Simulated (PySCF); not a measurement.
Gas-phase reaction: 2 WO3 + 4 HCl + O2 = 2 WO2Cl2 + 4 OH. Level: ωB97X-V/def2-TZVP†; standard pressure 1 bar.

Energies from PySCF, thermal terms from the rigid-rotor harmonic-oscillator model, ideal gas at 1 bar. † marks an energy on the PBE0/def2-TZVP geometry and frequencies. Open shells (unrestricted): O2 (multiplicity 3), OH (multiplicity 2, electronic degeneracy 4); the rest are closed-shell singlets. Spin-orbit splitting is ignored; it lowers the true energy and changes the entropy of OH. W: scalar-relativistic def2 core potential, no spin-orbit coupling. The harmonic model lacks anharmonicity and excited electronic states, which grow with temperature; levels with a mode under 35 cm⁻¹ are left out. Soft modes under 120 cm⁻¹ make the harmonic entropy rough for WO2Cl2.

```json
[
 {"T (K)": "1000", "1000/T (1/K)": "1.0000", "log10 K": "2.17"},
 {"T (K)": "1200", "1000/T (1/K)": "0.8333", "log10 K": "1.12"},
 {"T (K)": "1400", "1000/T (1/K)": "0.7143", "log10 K": "?"},
 {"T (K)": "1600", "1000/T (1/K)": "0.6250", "log10 K": "-0.16"},
 {"T (K)": "1800", "1000/T (1/K)": "0.5556", "log10 K": "-0.58"},
 {"T (K)": "2000", "1000/T (1/K)": "0.5000", "log10 K": "-0.90"}
]
```

Question: Fit log10 K = a + b·(1000/T) to the five rows, get the mean ΔH° and ΔS°, and predict log10 K at 1400 K.

Answer: Means: 1000/T = 0.7028, log10 K = 0.330. Sums of products about the means: Sxy = 1.07146, Sxx = 0.174207, so b = Sxy/Sxx = 6.15 and a = 0.330 − (6.15)×0.7028 = -3.99.
ΔH° = −R ln 10 × 1000 K × b = −19.145 × (6.15) = -118 kJ; ΔS° = R ln 10 × a = -76 J/K. The run's own values go from -122 kJ and -80 J/K at 1000 K to -112 kJ and -73 J/K at 2000 K.
Prediction at 1400 K: -3.99 + (6.15)×0.7143 = 0.40. The computed value is 0.38, 0.02 from the line.
For scale, ΔH°(298 K) is -135 kJ at this level, -146 kJ at ωB97M-V/def2-TZVP†, and runs from -544 to 79 kJ over the 18 levels computed.
